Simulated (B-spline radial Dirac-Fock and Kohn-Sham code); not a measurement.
## Elastic and transport cross sections of palladium for positrons

Model: relativistic (Dirac) partial waves in the static field of the Dirac-Fock atom, without polarisation or absorption potentials. Program: a radial atomic solver. Below a few hundred eV the neglected polarisation potential matters, most of all at small angles. σ_tr1 and σ_tr2 weight the cross section with 1 − P₁ and 1 − P₂ of cos θ; "backward" is the share scattered beyond 90°.

```csv
energy (eV),σ (a₀²),σ_tr1 (a₀²),σ_tr2 (a₀²),σ/σ_tr1,backward (%)
199,10.9,2.52,4.22,4.33,6.8
259,10.1,2.10,3.59,4.79,5.9
268,9.97,2.05,3.52,4.86,5.8
304,9.59,1.87,3.24,5.12,5.4
436,8.54,1.42,2.54,6.02,4.3
941,6.51,0.713,1.37,9.13,2.4
2410,4.37,0.268,0.549,16.3,1.2
3770,3.50,0.162,0.339,21.6,0.83
4210,?,?,?,?,?
4990,3.01,0.116,0.248,25.9,0.65
7890,2.32,0.0654,0.144,35.5,0.42
11300,1.87,0.0406,0.0916,46.0,0.30
50200,0.688,0.00447,0.0110,154,0.059
60300,0.606,0.00334,0.00833,181,0.047
89800,0.462,0.00176,0.00448,262,0.028
107000,0.412,0.00133,0.00341,310,0.023
```

Question: Fill in the row for 4.21 keV.

Answer: σ = 3.30 a₀², σ_tr1 = 0.142 a₀², σ_tr2 = 0.300 a₀², σ/σ_tr1 = 23.2, backward 0.75 %. The ratio σ/σ_tr1 is roughly the number of elastic collisions that randomise the direction.

Values without a named source are computed, but for edge energies of neutral atoms, which are taken from tables.
